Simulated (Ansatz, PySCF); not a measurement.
Molecule: silicon monosulfide, SiS, charge 0, multiplicity 1. SMILES: [Si]=S
Geometry: optimised at B3LYP-D3(BJ)/def2-TZVP (Ansatz, a program for electronic structure).

Property: atomisation energy (electronic, to ground-state atoms), in kcal/mol. Valence correlation only, unless marked. Open shells are spin-unrestricted. No spin-orbit coupling. Non-relativistic unless marked X2C. The coupled-cluster limit lacks core correlation, which all-electron functionals hold. CBS(X,Y): correlation extrapolated as X^-3; Hartree-Fock from the larger set (for Q and 5 zeta extrapolated as (X+1)exp(-9√X)).

```
level                                        program  atomisation energy (kcal/mol)
------------------------------------  --------------  -----------------------------
BLYP-D3(BJ)/def2-TZVPD                Ansatz + dftd3                          147.2
M06-L-D4/def2-TZVPD                    PySCF + dftd4                              ?
PBE0/def2-TZVP                                Ansatz                          142.9
TPSSh-D3(BJ)/def2-TZVPD                PySCF + dftd3                              ?
PW6B95/def2-TZVPD                              PySCF                          147.2
M06-2X/def2-TZVPD                              PySCF                          147.8
CAM-B3LYP-D3(BJ)/def2-TZVPD           Ansatz + dftd3                          141.0
wB97X-V/def2-TZVPD                            Ansatz                              ?
wB97X/def2-TZVPD                              Ansatz                          144.0
B2GP-PLYP-D4/def2-TZVPD               Ansatz + dftd4                              ?
CCSD/cc-pV(D+d)Z                              Ansatz                          124.0
CCSD/cc-pV(Q+d)Z                              Ansatz                          136.5
X2C-CCSD(T)/cc-pVTZ-DK                        Ansatz                          137.0
CCSD(T)/CBS(cc-pV(Q+d)Z,cc-pV(5+d)Z)          Ansatz                          147.1
```

**Question.** Some entries are withheld; supply them.

**Answer.** 
- M06-L-D4/def2-TZVPD, atomisation energy (kcal/mol): 152.1
- TPSSh-D3(BJ)/def2-TZVPD, atomisation energy (kcal/mol): 143.6
- wB97X-V/def2-TZVPD, atomisation energy (kcal/mol): 145.7
- B2GP-PLYP-D4/def2-TZVPD, atomisation energy (kcal/mol): 143.1
